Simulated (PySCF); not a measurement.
Compound: C4H5F2PSi.
Cartesian coordinates in Å at the PBE0-D3(BJ)/def2-SVP level; atoms count from 1:
```xyz
13
C4H5F2PSi angstrom
F     -0.1512   -2.1761   -0.6265
C      0.4891   -1.0323   -0.4146
C      1.8214   -0.8763   -0.5747
P      2.2404    0.8688   -0.3981
C      0.5197    1.1866    0.1419
F      0.1411    2.3902    0.5309
C     -0.3030    0.1200    0.0005
Si    -2.1571    0.0765    0.2816
H      2.4987   -1.6602   -0.9114
H      2.8336    0.8970    0.9020
H     -2.4859   -0.9218    1.3410
H     -2.6074    1.4309    0.7069
H     -2.8518   -0.3153   -0.9799
```

The closed-shell ground state was solved at several levels (PySCF, density fitting, gas phase, non-relativistic).

```
            level  basis functions  HOMO (eV)  LUMO (eV)  gap (eV)  dipole (D)
wB97X-D/def2-SVPD              214      -8.80       0.13      8.93        1.01
    PBE0/pcSseg-1              175      -6.98      -1.57      5.41        1.09
```

Estimate the row for mPW1PW91/pcSseg-1, a basis of 175 functions; the other rows only guide the guess.

HOMO -7.01 eV, LUMO -1.59 eV, gap 5.42 eV, dipole 1.09 D.

How far do the dipole and the HOMO energy spread over the levels?

The dipole runs from 1.01 to 1.09 D (mean 1.06 D) and the HOMO from -8.80 to -6.98 eV.
